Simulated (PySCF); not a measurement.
Harmonic spectrum computed at PBE0 in the def2-SVP basis family (core potentials from Rb on, PySCF, no spin–orbit coupling):

| ω (cm⁻¹) | IR (km/mol, summed over degenerate members) | degeneracy |
| --- | --- | --- |
| 231 | 0.0 | 1 |
| 246 | 2.0 | 2 |
| 314 | 0.0 | 1 |
| 375 | 40.8 | 1 |
| 404 | 15.3 | 2 |
| 573 | 0.0 | 1 |
| 602 | 4.3 | 1 |
| 699 | 46.6 | 1 |
| 700 | 576 | 2 |

Question: Which molecule gave it? In each, all ligands are bound to the one heavy central atom.
A. IF₅ (singlet)
B. ClF₅ (singlet)
C. BrF₅ (singlet)
D. SF₅ (doublet)

Answer: C. It has C4v symmetry with Br–F 1.732 Å, Br–F 1.777 Å (×4).
